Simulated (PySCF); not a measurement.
Correlation energy of Cd²⁺ (cadmium, charge +2)

[Kr] 4d9 5p1, one real determinant (an excited configuration). Calculation: PySCF 2.14, in aug-cc-pVDZ-PP with ECP28MDF (5s5p4d2f, 54 functions); a scalar-relativistic core potential. Frozen: 4s2 4p6; 10 electrons correlated.

```
  level  correlation energy (mhartree)
   CCSD                        -245.17
    (T)                          -3.54
CCSD(T)                        -248.71
```

Diagnostics: T1 = 0.0071, D1 = 0.0291, largest double amplitude 0.055.

The real determinant used has ⟨L²⟩ near 8 against 12 for a pure F term, so it mixes terms.

Cost of the coupled-cluster step: of the order of 3 core-seconds, for 10 correlated electrons.

The reference is one real determinant that mixes LS terms of this configuration.
